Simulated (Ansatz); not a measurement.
The same path of C2H8OSiTe (13 atoms, charge 0, multiplicity 1) was run 3 times with different band settings. The coordinate that changes most is the dihedral H6–O1–C2–Te3.

All numbers below come from Ansatz 0.2.0, RKS PBE0-D4/def2-SVP.

Relaxed end points:

```xyz
13
Properties=species:S:1:pos:R:3
O 0.011 0.298 1.821
C 0.762 -0.183 0.759
Te 1.689 -2.125 1.343
C -0.008 -0.286 -0.541
Si -0.975 1.312 -0.904
H -0.725 -0.309 1.973
H 1.614 0.503 0.650
H 1.407 -2.840 -0.134
H -0.727 -1.125 -0.513
H 0.678 -0.490 -1.378
H -1.429 1.283 -2.329
H -0.095 2.501 -0.699
H -2.180 1.428 -0.032
```

```xyz
13
Properties=species:S:1:pos:R:3
O -0.131 0.117 1.672
C 0.560 -0.396 0.585
Te 1.332 -2.431 1.093
C -0.359 -0.393 -0.611
Si -1.136 1.322 -0.887
H 0.477 0.205 2.416
H 1.483 0.170 0.366
H 2.786 -2.173 0.323
H -1.174 -1.123 -0.477
H 0.195 -0.695 -1.513
H -1.665 1.395 -2.285
H -0.089 2.379 -0.722
H -2.259 1.588 0.056
```

Common settings: movable images 5; climbing image yes; spring 5.0 eV/Å²; force threshold 0.05 eV/Å; end points relaxed.

| run | optimiser | start path | iteration limit |
| --- | --- | --- | --- |
| 1 | quadratic models (default) | IDPP | 52 |
| 2 | quadratic models (default) | straight line | 49 |
| 3 | fire | IDPP | 55 |

Task: What does each run give, and how far can it be trusted?

Result: Run 1: converged after 7 iterations, highest image 0.251 eV above the first end. A vibrational analysis at the climbing image gives 2 clearly imaginary modes (524i, 119i cm⁻¹): a point of higher order, so a lower path passes nearby. Another band between the same ends, with other settings, climbed to 0.10 eV only, so this may not be the lowest route.
Run 2: converged after 40 iterations, highest image 0.099 eV above the first end. The profile has 2 maxima (images 2, 4) with wells between them (image 3): this band takes more than one step, which may be the mechanism or a detour left from its start path. The dihedral H6–O1–C2–Te3 jumps by 94° between images 1 and 2, so the path isn't resolved there. The order of the stationary point at the top wasn't checked.
Run 3: converged after 48 iterations, highest image 0.254 eV above the first end. Another band between the same ends (5 images) ends at a top of the same energy, where a vibrational analysis finds 2 clearly imaginary modes. Another band between the same ends, with other settings, climbed to 0.10 eV only, so this may not be the lowest route.
